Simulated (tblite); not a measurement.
3-chloro-1,1,1,2,2-pentafluoropropane, C3H2ClF5.
Bonds: F1–C2, C2–F3, C2–F4, C2–C5, C5–F6, C5–F7, C5–C8, C8–Cl9. Hydrogens: H10, H11 on C8.

Computed with GFN2-xTB (tblite), gas phase: Langevin dynamics at 300 K from the optimised GFN2-xTB geometry, time step 0.5 fs, friction 0.01 fs⁻¹, 2000 steps. The instantaneous temperature is 2·E(kin)/(3Nk) with all 3N coordinates.

| t (fs) | T (K) | E(pot) above start (eV) | F1–C2 (Å) | C2–F3 (Å) | C2–F4 (Å) | C2–C5 (Å) | C5–F6 (Å) | C8–H10 (Å) | F1–C2–C5–F6 (°) |
| --- | --- | --- | --- | --- | --- | --- | --- | --- | --- |
| 0 | 263 | 0.000 | 1.336 | 1.328 | 1.329 | 1.558 | 1.349 | 1.091 | -167 |
| 50 | 218 | 0.366 | 1.299 | 1.368 | 1.289 | 1.549 | 1.378 | 1.108 | -161 |
| 100 | 214 | 0.233 | 1.353 | 1.322 | 1.340 | 1.558 | 1.390 | 1.069 | -164 |
| 150 | 179 | 0.267 | 1.312 | 1.332 | 1.336 | 1.620 | 1.295 | 1.086 | -172 |
| 200 | 223 | 0.383 | 1.377 | 1.305 | 1.353 | 1.622 | 1.354 | 1.066 | -171 |
| 250 | 390 | 0.224 | 1.352 | 1.359 | 1.356 | 1.572 | 1.342 | 1.093 | -174 |
| 300 | 202 | 0.620 | 1.277 | 1.385 | 1.340 | 1.615 | 1.342 | 1.095 | -176 |
| 350 | 400 | 0.325 | 1.382 | 1.288 | 1.333 | 1.545 | 1.374 | 1.130 | -171 |
| 400 | 366 | 0.549 | 1.302 | 1.349 | 1.297 | 1.554 | 1.368 | 1.066 | -164 |
| 450 | 378 | 0.287 | 1.357 | 1.327 | 1.358 | 1.537 | 1.326 | 1.119 | -164 |
| 500 | 360 | 0.604 | 1.324 | 1.286 | 1.271 | 1.594 | 1.326 | 1.088 | -170 |
| 550 | 423 | 0.432 | 1.306 | 1.381 | 1.355 | 1.562 | 1.344 | 1.073 | 175 |
| 600 | 363 | 0.471 | 1.361 | 1.315 | 1.325 | 1.484 | 1.394 | 1.168 | 161 |
| 650 | 522 | 0.398 | 1.367 | 1.306 | 1.299 | 1.508 | 1.384 | 1.070 | 157 |
| 700 | 338 | 0.437 | 1.293 | 1.322 | 1.357 | 1.569 | 1.347 | 1.109 | 162 |
| 750 | 293 | 0.472 | 1.336 | 1.324 | 1.322 | 1.537 | 1.329 | 1.083 | 160 |
| 800 | 453 | 0.169 | 1.342 | 1.316 | 1.312 | 1.555 | 1.324 | 1.129 | 173 |
| 850 | 401 | 0.283 | 1.344 | 1.318 | 1.315 | 1.530 | 1.384 | 1.096 | -170 |
| 900 | 256 | 0.205 | 1.338 | 1.387 | 1.350 | 1.522 | 1.362 | 1.097 | -152 |
| 950 | 284 | 0.278 | 1.346 | 1.333 | 1.291 | 1.527 | 1.339 | 1.089 | -142 |
| 1000 | 190 | 0.337 | 1.328 | 1.309 | 1.332 | 1.612 | 1.336 | 1.091 | -147 |

Question: From 500 fs on, how do temperature and potential energy compare with equipartition?

Answer: The mean temperature of these 11 frames is 353 K against the target 300 K, and the mean potential energy 0.37 eV against 27 × kT/2 = 0.35 eV for 27 classical harmonic modes. For 11 atoms in a canonical ensemble the temperature itself scatters by T·√(2/(3N)) = 74 K; here its standard deviation is 91 K. The whole run lasts only 10 friction times of 100 fs, so these averages carry a wide statistical error.

Question: What are the kinetic and total energies of the listed frame with the highest potential energy?

Answer: The one at 300 fs, 0.620 eV above the start. Its kinetic energy is 3NkT/2 = 0.287 eV at 202 K, so the sum is 0.91 eV; over the listed frames the sum runs from 0.37 to 1.14 eV, since the thermostat adds and removes energy.

Question: How much do the listed bonds fluctuate from 500 fs on?

Answer: 
```csv
bond,at the start (Å),mean (Å),standard deviation (Å)
F1–C2,1.336,1.335,0.021
C2–F3,1.328,1.327,0.029
C2–F4,1.329,1.321,0.026
C2–C5,1.558,1.545,0.036
C5–F6,1.349,1.352,0.024
C8–H10,1.091,1.099,0.027
```

The motion is classical and holds no zero-point motion.

What follows is the cost of the whole dynamics run. Time: 8.9 s wall; peak memory 0.19 GiB. Hardware: Arm Neoverse V2, one thread, on a shared host.
